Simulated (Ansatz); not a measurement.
Born–Oppenheimer molecular dynamics of CH$_{6}$ClGa (9 atoms, charge 0, multiplicity 1). It starts at the highest image of a converged band, a first-order saddle point between two minima.

Theory: RKS B3LYP-D4/def2-SVP (Ansatz 0.2.0).

```json
{
 "ensemble": "NVE (velocity Verlet)",
 "time step": "0.5 fs",
 "steps asked": "200",
 "starting velocities drawn for": "300 K",
 "seed": "9489"
}
```

Frames 1 fs apart, positions in Å, forces in eV/Å.

Velocities at 25 fs (Å/ps):

```
Ga -0.10 0.23 -1.14
H -0.36 -5.00 -4.41
H -12.45 4.86 22.61
C 1.00 1.54 -0.13
H -16.75 9.28 -13.42
H -7.62 7.15 22.39
H 1.57 -0.45 -0.06
Cl 0.74 -1.19 1.39
H 4.73 -7.96 4.42
```

```xyz
9
Properties=species:S:1:pos:R:3:forces:R:3 time_fs=25 energy_less_start_eV=0.154 T=131
Ga -0.001 -0.025 -0.047 0.19 -0.30 0.22
H -0.109 -0.026 1.683 -0.03 -0.67 -0.07
H 1.482 0.398 -0.316 -0.16 -0.04 -0.13
C -1.746 0.086 -0.942 0.78 -0.49 0.22
H -2.468 -0.620 -0.550 -0.25 -0.44 0.30
H -2.169 1.074 -0.874 -0.20 0.84 -0.06
H -1.524 -0.176 -1.971 -0.17 0.03 -0.64
Cl 0.286 -2.592 0.891 -0.20 1.14 -0.07
H 0.026 -1.108 1.530 0.04 -0.05 0.22
9
Properties=species:S:1:pos:R:3:forces:R:3 time_fs=26 energy_less_start_eV=0.148 T=137
Ga -0.002 -0.025 -0.048 -0.02 -0.38 0.33
H -0.109 -0.035 1.678 -0.04 -0.64 -0.02
H 1.469 0.402 -0.294 0.04 0.01 -0.20
C -1.745 0.088 -0.942 0.42 -0.21 0.25
H -2.485 -0.613 -0.562 -0.08 -0.39 0.28
H -2.177 1.085 -0.852 0.04 0.41 -0.19
H -1.523 -0.176 -1.974 -0.21 0.14 -0.56
Cl 0.287 -2.593 0.893 -0.18 1.10 -0.07
H 0.031 -1.116 1.535 0.02 -0.04 0.17
9
Properties=species:S:1:pos:R:3:forces:R:3 time_fs=27 energy_less_start_eV=0.149 T=135
Ga -0.002 -0.025 -0.049 -0.21 -0.47 0.42
H -0.110 -0.049 1.673 -0.05 -0.58 0.04
H 1.456 0.407 -0.274 0.24 0.07 -0.26
C -1.743 0.089 -0.942 -0.03 0.03 0.19
H -2.504 -0.610 -0.572 0.17 -0.24 0.21
H -2.185 1.099 -0.832 0.31 -0.10 -0.31
H -1.524 -0.175 -1.982 -0.27 0.27 -0.32
Cl 0.288 -2.593 0.894 -0.16 1.04 -0.08
H 0.036 -1.125 1.542 0.00 -0.03 0.11
9
Properties=species:S:1:pos:R:3:forces:R:3 time_fs=28 energy_less_start_eV=0.162 T=122
Ga -0.002 -0.025 -0.050 -0.37 -0.57 0.48
H -0.111 -0.069 1.669 -0.06 -0.49 0.10
H 1.446 0.413 -0.256 0.40 0.12 -0.30
C -1.742 0.090 -0.941 -0.44 0.17 0.07
H -2.521 -0.608 -0.579 0.44 -0.05 0.12
H -2.190 1.113 -0.815 0.51 -0.51 -0.41
H -1.528 -0.172 -1.993 -0.32 0.39 -0.03
Cl 0.288 -2.594 0.895 -0.13 0.96 -0.10
H 0.041 -1.134 1.550 -0.03 -0.02 0.05
9
Properties=species:S:1:pos:R:3:forces:R:3 time_fs=29 energy_less_start_eV=0.174 T=109
Ga -0.002 -0.025 -0.051 -0.45 -0.65 0.52
H -0.113 -0.093 1.665 -0.07 -0.37 0.16
H 1.439 0.419 -0.241 0.50 0.15 -0.32
C -1.741 0.092 -0.941 -0.72 0.19 -0.07
H -2.533 -0.608 -0.585 0.64 0.09 0.06
H -2.190 1.122 -0.801 0.60 -0.72 -0.47
H -1.535 -0.164 -2.005 -0.34 0.46 0.24
Cl 0.289 -2.594 0.897 -0.10 0.86 -0.12
H 0.045 -1.143 1.559 -0.05 -0.01 -0.01
9
Properties=species:S:1:pos:R:3:forces:R:3 time_fs=30 energy_less_start_eV=0.172 T=111
Ga -0.002 -0.025 -0.052 -0.45 -0.71 0.55
H -0.116 -0.121 1.663 -0.09 -0.21 0.21
H 1.438 0.427 -0.230 0.51 0.16 -0.31
C -1.740 0.093 -0.941 -0.81 0.13 -0.21
H -2.540 -0.606 -0.591 0.72 0.14 0.05
H -2.185 1.124 -0.792 0.58 -0.71 -0.46
H -1.545 -0.152 -2.014 -0.32 0.48 0.40
Cl 0.289 -2.594 0.898 -0.07 0.73 -0.17
H 0.050 -1.152 1.568 -0.07 -0.01 -0.05
9
Properties=species:S:1:pos:R:3:forces:R:3 time_fs=31 energy_less_start_eV=0.154 T=131
Ga -0.002 -0.025 -0.053 -0.37 -0.75 0.56
H -0.119 -0.151 1.663 -0.10 -0.03 0.24
H 1.440 0.437 -0.221 0.43 0.14 -0.29
C -1.740 0.095 -0.941 -0.70 0.00 -0.32
H -2.540 -0.603 -0.596 0.67 0.10 0.08
H -2.174 1.120 -0.788 0.45 -0.48 -0.40
H -1.558 -0.136 -2.020 -0.26 0.44 0.43
Cl 0.290 -2.594 0.899 -0.04 0.59 -0.22
H 0.053 -1.161 1.576 -0.09 -0.02 -0.09
9
Properties=species:S:1:pos:R:3:forces:R:3 time_fs=32 energy_less_start_eV=0.132 T=155
Ga -0.003 -0.025 -0.053 -0.21 -0.76 0.57
H -0.123 -0.182 1.666 -0.12 0.18 0.24
H 1.448 0.448 -0.215 0.27 0.10 -0.26
C -1.740 0.096 -0.941 -0.41 -0.17 -0.37
H -2.533 -0.600 -0.600 0.50 -0.03 0.16
H -2.159 1.111 -0.787 0.24 -0.06 -0.28
H -1.573 -0.116 -2.022 -0.17 0.34 0.33
Cl 0.290 -2.593 0.900 0.00 0.45 -0.28
H 0.056 -1.170 1.583 -0.10 -0.04 -0.11
9
Properties=species:S:1:pos:R:3:forces:R:3 time_fs=33 energy_less_start_eV=0.124 T=163
Ga -0.003 -0.026 -0.054 -0.03 -0.75 0.58
H -0.129 -0.210 1.670 -0.13 0.39 0.23
H 1.457 0.460 -0.211 0.08 0.04 -0.22
C -1.741 0.098 -0.941 -0.01 -0.34 -0.38
H -2.522 -0.596 -0.603 0.24 -0.21 0.26
H -2.141 1.102 -0.789 -0.02 0.44 -0.12
H -1.591 -0.092 -2.020 -0.06 0.21 0.10
Cl 0.291 -2.593 0.901 0.03 0.30 -0.34
H 0.058 -1.180 1.589 -0.10 -0.07 -0.12
9
Properties=species:S:1:pos:R:3:forces:R:3 time_fs=34 energy_less_start_eV=0.136 T=150
Ga -0.004 -0.026 -0.055 0.17 -0.72 0.60
H -0.136 -0.235 1.677 -0.15 0.57 0.18
H 1.468 0.472 -0.210 -0.11 -0.03 -0.18
C -1.742 0.099 -0.942 0.36 -0.42 -0.32
H -2.509 -0.595 -0.603 -0.03 -0.38 0.36
H -2.124 1.096 -0.792 -0.24 0.84 0.05
H -1.608 -0.066 -2.018 0.05 0.06 -0.17
Cl 0.291 -2.592 0.902 0.06 0.16 -0.39
H 0.059 -1.190 1.594 -0.11 -0.09 -0.12
9
Properties=species:S:1:pos:R:3:forces:R:3 time_fs=35 energy_less_start_eV=0.153 T=132
Ga -0.004 -0.027 -0.055 0.34 -0.67 0.63
H -0.144 -0.255 1.685 -0.15 0.71 0.12
H 1.477 0.484 -0.210 -0.28 -0.09 -0.14
C -1.743 0.100 -0.943 0.57 -0.31 -0.23
H -2.496 -0.597 -0.599 -0.23 -0.47 0.40
H -2.109 1.099 -0.795 -0.36 0.96 0.18
H -1.625 -0.040 -2.017 0.13 -0.08 -0.40
Cl 0.292 -2.592 0.903 0.09 0.05 -0.44
H 0.059 -1.202 1.598 -0.11 -0.09 -0.12
9
Properties=species:S:1:pos:R:3:forces:R:3 time_fs=36 energy_less_start_eV=0.159 T=125
Ga -0.004 -0.028 -0.056 0.47 -0.61 0.66
H -0.153 -0.268 1.695 -0.15 0.77 0.04
H 1.484 0.495 -0.212 -0.40 -0.15 -0.11
C -1.743 0.100 -0.944 0.55 -0.02 -0.16
H -2.485 -0.604 -0.592 -0.29 -0.41 0.37
H -2.097 1.110 -0.796 -0.35 0.71 0.27
H -1.641 -0.014 -2.020 0.18 -0.20 -0.49
Cl 0.293 -2.591 0.904 0.11 -0.03 -0.47
H 0.057 -1.214 1.600 -0.12 -0.07 -0.11
```

Of the whole run (100 fs, mean temperature of the second half 261 K): The conserved energy stayed within 0.12 meV per atom of its start (net change 0.094 meV per atom), so the integration is sound. A run of 0.1 ps of so small a system gives no equilibrium averages. The orbitals stay closed-shell, which can raise the energy where a bond breaks towards radicals; this wasn't checked here.

Time of the run: 9.1 min on 2 threads of Intel(R) Xeon(R) Platinum 8259CL CPU @ 2.50GHz (Skylake/Cascade Lake), on a shared host, peak memory 0.23 GiB.
